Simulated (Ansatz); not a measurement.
Ansatz results at the PBE0-D4/def2-TZVP geometry: HOMO–LUMO gap (PBE/def2-TZVPP) 4.50 eV; LUMO energy (ωB97M-V/def2-TZVPP) 1.03 eV; LUMO energy (PBE0/def2-TZVPP) -1.13 eV.

Each molecule was computed in one conformer, which needn't be the lowest.

(1) Which molecule gave them?
A. `[F][Ti]([F])([F])[I]`
B. `CC[O][Ti]([Cl])([O]CC)[O]CC`
C. `[SH][Ti]([SH])([Cl])[Cl]`
D. `C#[C][Ti]([F])([F])[F]`

Results:

(1) B. The others give `C#[C][Ti]([F])([F])[F]`: 3.58, -1.02, -3.25; `[F][Ti]([F])([F])[I]`: 3.16, -1.18, -3.37; `[SH][Ti]([SH])([Cl])[Cl]`: 2.67, -1.22, -3.36.
